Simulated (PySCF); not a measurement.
A GIAO shielding run with PySCF 2.14 (density fitting, non-relativistic, gas phase) on `O=[S@@]1[C@H](CC=C)CC1`, C$_{6}$H$_{10}$OS:

```
$ OMP_NUM_THREADS=1 python probes_run.py task.json out

{"job": {"kind": "nmr", "xc": "PBE0", "basis": "pcSseg-1"}, "charge": 0, "multiplicity": 1}
C      2.524116    -0.334937    -0.993849
C      1.976004     0.255782     0.050728
C      0.723938     1.074372    -0.003459
C     -0.383626     0.432207     0.806876
C     -0.806126    -0.981262     0.405819
C     -2.310895    -0.741081     0.447458
S     -2.092679     1.112732     0.401572
O     -2.071614     1.527698    -0.998470
H      2.100403    -0.247212    -1.980980
H      3.423809    -0.920723    -0.912412
H      2.419080     0.154356     1.033405
H      0.921155     2.075462     0.390960
H      0.380053     1.177516    -1.035878
H     -0.232193     0.536763     1.881030
H     -0.470793    -1.204515    -0.606737
H     -0.447252    -1.771446     1.066955
H     -2.774560    -1.016450     1.390511
H     -2.887578    -1.122944    -0.388509
```

Hardware: 1 thread of an Arm Neoverse V1, shared host. The job also computes population analyses, field gradients, ring-centre shieldings.

(1) How large is the calculation?

(2) How long does it take, and how much memory does it need?

Answers

(1) 70 electrons, 193 basis functions and 1020 auxiliary functions.

(2) 32 s of wall time, with 15 SCF cycles and 5 response iterations; peak memory 0.85 GiB. Times on a shared host scatter by some tens of per cent.
